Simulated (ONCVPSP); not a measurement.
## C: excitation energies, all-electron against ONCV

ONCVPSP 4.0.1 input, shortened (lines: element, Z, core and valence counts, functional; n l f; lmax; l rc ep ncon nbas qcut; lloc lpopt rc5 dvloc0; l nproj debl; icmod fcfact rcfact), BLYP, fully relativistic:

```
  C 6.00    1    2  -106131      upf
    1    0    2.00
    2    0    2.00
    2    1    2.00
    1
    0    0.95    0.00    5    7    6.00
    1    2.25    0.00    3    6    6.70
    4    3    0.90    2.00
    0    1    3.00
    1    1    2.40
    1    0.55    0.00
```

Open shells are filled in proportion to 2j + 1.

Energies are relative to the spin-unpolarised reference configuration 2s2 2p2; without spin polarisation the order of configurations can differ from experiment.

```tsv
valence configuration	charge	ΔE all-electron (eV)	error AE − PS (meV)
2s1 2p0	+3	83.158	+803
2s1 2p3	0	8.389	-3.2
```

**Question.** What are ΔE and the potential's error for 2s2 2p1?

**Answer.** ΔE = 10.829 eV all-electron; the error (AE − PS) is +42 meV.

**Question.** What are ΔE and the potential's error for 2s2 2p0?

**Answer.** ΔE = 35.004 eV all-electron; the error (AE − PS) is +400 meV.

Levels in the configuration 2s2 2p0:

```
   level  all-electron (eV)  pseudo (eV)
2s j=1/2            -40.300      -39.968
```
